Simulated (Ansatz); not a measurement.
Ansatz (a program for electronic structure) input (BLYP/def2-TZVPD):

Ansatz 0.2 input:
```yaml
crystal:
  periodic: [false, false, false]
  atoms:
    - {symbol: Sc, position_ang: [-0.00000000, -0.00000000, -1.49384101]}
    - {symbol: Br, position_ang: [0.00000000, 0.00000000, 0.89630461]}
basis:
  gaussian:
    orbitals: def2-TZVPD
hamiltonian:
  xc: {name: BLYP}
output: {forces: true}
```

Output:

```
Functional definition: BLYP
integrals: 0.04 GiB planned
891 factors; their error is unknown
mean field: 0.28 GiB planned
mean field evaluation 1: about -90737.6454 eV, gradient 5.8e1 eV
mean field evaluation 2: about -90723.4265 eV, gradient 9.8e1 eV
mean field evaluation 4: about -90747.3450 eV, gradient 8.3e0 eV
mean field evaluation 8: about -90747.5282 eV, gradient 4.5e-1 eV
mean field evaluation 16: about -90747.5216 eV, gradient 3.7e-3 eV
mean field evaluation 32: about -90745.4908 eV, gradient 9.9e-4 eV
mean field evaluation 64: about -90745.4699 eV, gradient 2.2e0 eV
mean field evaluation 96: about -90746.9289 eV, gradient 2.9e0 eV
mean field -90747.52157464 eV, -3334.9099069887 hartree, gradient 4.5e-5 eV, S^2 0.000000; 8 other end points of the search recorded, 0 dependent functions left out
the calculation of the forces begins
reference -90747.52182074 eV, -3334.9099160328 hartree; 28, 28 occupied and 77, 77 virtual orbitals, 891 factors
Total energy: -90747.52182074 eV, -3334.9099160328 hartree
Atom 0 at    -0.000000    -0.000000    -1.493841 Å, force    -0.000000     0.000000    -0.093027 eV/Å
Atom 1 at     0.000000     0.000000     0.896305 Å, force     0.000000    -0.000000     0.093027 eV/Å
Dipole moment:     0.000000    -0.000000    -0.545665 e Å
```
